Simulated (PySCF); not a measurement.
YOCl, SMILES [Y](=[O])[Cl]. Coordinates come from a PBE0-D3(BJ)/def2-TZVP optimisation. The def2 effective core potentials stand for the cores of Y; spin–orbit coupling is left out.

Computed equilibrium geometry at PBE0-D3(BJ)/def2-TZVP (PySCF confirms it by a frequency run) as bond lengths and angles, and its point group:
point group Cs.
Atoms: Y1 O2 Cl3. Bonded distances (Å): Y1–O2 1.797, Y1–Cl3 2.502. Bond angles (°): O2–Y1–Cl3 118.1.
